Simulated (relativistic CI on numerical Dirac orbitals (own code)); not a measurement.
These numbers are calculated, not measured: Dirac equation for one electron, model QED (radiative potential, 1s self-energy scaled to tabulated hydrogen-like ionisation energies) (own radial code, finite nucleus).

Configurations in the expansion: 1s, 2s, 2p, 3s, 3p, 3d, 4s, 4p, 4d, 4f, 5s, 5p, 5d, 5f, 5g, 6s, 6p, 6d. Levels of other configurations are missing.

Outline of the computed level scheme of Cl XVII. Lowest level of each configuration: 1s 2S_1/2 at 0.00 eV; 2p 2P°_1/2 at 2958.53 eV; 2s 2S_1/2 at 2958.66 eV; 3p 2P°_1/2 at 3507.71 eV; 3s 2S_1/2 at 3507.75 eV; 3d 2D_3/2 at 3508.84 eV; 4p 2P°_1/2 at 3699.77 eV; 4s 2S_1/2 at 3699.79 eV; 4d 2D_3/2 at 3700.25 eV.

Some strong electric-dipole decays among the lowest 14 levels: 2p 2P°_1/2 → 1s 2S_1/2 (5.2e+13 s⁻¹); 2p 2P°_3/2 → 1s 2S_1/2 (5.2e+13 s⁻¹); 3p 2P°_3/2 → 1s 2S_1/2 (1.4e+13 s⁻¹); 3p 2P°_1/2 → 1s 2S_1/2 (1.4e+13 s⁻¹); 4p 2P°_3/2 → 1s 2S_1/2 (5.7e+12 s⁻¹); 4p 2P°_1/2 → 1s 2S_1/2 (5.7e+12 s⁻¹); 3d 2D_5/2 → 2p 2P°_3/2 (5.4e+12 s⁻¹); 3d 2D_3/2 → 2p 2P°_1/2 (4.5e+12 s⁻¹).
